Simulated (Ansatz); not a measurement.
One change: `[SiH3]CI` becomes `[SiH3]C[AsH2]`.

Ansatz, PBE0-D4/def2-TZVP geometries, multiplicity 1. 

Elements past krypton have def2 core potentials. Scalar relativity is left out up to krypton.

```tsv
property	`[SiH3]CI`
size of the dipole moment (B3LYP/def2-TZVPP) / D	1.38
HOMO energy (PBE/def2-TZVPP) / eV	-6.17
HOMO energy (PBE0/def2-TZVPP) / eV	-7.30
HOMO energy (B3LYP/def2-TZVPP) / eV	-7.06
HOMO–LUMO gap (PBE/def2-TZVPP) / eV	4.15
LUMO energy (PBE/def2-TZVPP) / eV	-2.02
```

(1) Give the same properties after the change, and the shifts. (An estimate is asked.)

Results:

(1) Computed: 
```csv
property,`[SiH3]C[AsH2]`,shift
size of the dipole moment (B3LYP/def2-TZVPP) / D,0.64,-0.74
HOMO energy (PBE/def2-TZVPP) / eV,-6.13,0.04
HOMO energy (PBE0/def2-TZVPP) / eV,-7.20,0.10
HOMO energy (B3LYP/def2-TZVPP) / eV,-7.02,0.04
HOMO–LUMO gap (PBE/def2-TZVPP) / eV,5.31,1.16
LUMO energy (PBE/def2-TZVPP) / eV,-0.82,1.20
```

With PBE0 the HOMO rises by 0.10 eV and the LUMO rises by 1.11 eV, so the gap widens by about 1.01 eV. PBE moves the HOMO by 0.04 eV and ωB97M-V by 0.13 eV. The zero-point energy changes by 41.4 kJ/mol with +6 modes. Dipoles are sizes alone; their direction can turn.

B3LYP here is the variant with VWN-RPA as its local correlation; programs differ in this.

Spin–orbit coupling is left out; it splits and shifts lone-pair levels of the heavy atoms by tenths of an eV.
